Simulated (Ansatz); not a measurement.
Two structures of AlAsH6SO2, singlet, reached by relaxing down either side of one saddle point (PBE0-D4/def2-TZVP). Energies are electronic, without zero-point energy. Program: Ansatz 0.2.0. Basis: def2-TZVPP and def2-QZVPP. Cores are frozen in the correlated methods. Filled d shells of the heavier atoms are correlated. The def2 sets are not built for correlating such inner shells, so the correlated values are less sure here. Extrapolation: Hartree–Fock as exp(−7.88 √X), correlation as X^−2.97. First:

Al1  (-0.441, 0.157, -0.823)
S2  (1.440, 0.340, -1.970)
O3  (-1.389, -1.247, -1.037)
O4  (-1.164, 1.627, -0.342)
H5  (1.563, 0.510, 2.143)
As6  (0.614, -0.481, 1.520)
H7  (1.459, 1.674, -1.814)
H8  (-1.282, -1.829, -1.786)
H9  (-2.111, 1.705, -0.246)
H10  (-0.205, -0.770, 2.756)
H11  (1.515, -1.686, 1.599)
(Å)

Second:

Al1  (-0.449, -0.291, -0.236)
S2  (1.390, 1.016, -1.453)
O3  (-0.371, -1.619, -1.309)
O4  (-1.684, 0.875, -0.458)
H5  (2.378, 0.150, -1.172)
As6  (0.621, -0.688, 1.927)
H7  (1.764, 1.866, -0.481)
H8  (-1.011, -1.726, -2.012)
H9  (-2.119, 1.289, 0.285)
H10  (0.065, 0.612, 2.499)
H11  (-0.584, -1.484, 2.411)
(Å)

Which bonds change from the first to the second?

AlH₃SO₂ ([OH][Al]([OH])[SH]) + AsH₃ → AlAsH₄O₂ ([OH][Al]([OH])[AsH2]) + H₂S (still joined by a long Al–S bond); bonds formed: S2–H5; bonds broken: H5–As6; bonds weakened to dative contacts: Al1–S2.

Give the saddle point's structure and its height above each. (An estimate is asked for; the value comes from the calculation.)

The calculation gives: 129.8 kJ/mol above the first and 82.8 kJ/mol above the second (CCSD(T) at an estimated basis limit (MP2 extrapolated from triple and quadruple zeta, plus CCSD(T) − MP2 in triple zeta)).
Al1  (-0.535, -0.066, -0.552)
S2  (1.642, 0.563, -1.277)
O3  (-1.004, -1.574, -1.183)
O4  (-1.425, 1.388, -0.602)
H5  (1.797, 0.079, 0.338)
As6  (0.658, -0.488, 1.608)
H7  (1.447, 1.844, -0.918)
H8  (-1.253, -1.718, -2.094)
H9  (-2.347, 1.445, -0.360)
H10  (0.336, 0.375, 2.797)
H11  (0.683, -1.850, 2.244)
(Å)

The T1 diagnostic stays at or below 0.012.

Labels in which every atom is bracketed show which atoms are joined, not bond orders.

For scale, one of the runs: CCSD(T)/def2-TZVPP, 278 basis functions, launched by `ansatz run in.yaml --threads 8 --pin off --events-out ev --progress --plain --max-ram 19148MiB`. Hardware: 8 CPU threads of an Arm Neoverse V2, shared host. Wall time 3.4 min; peak host memory 7.6 GiB.
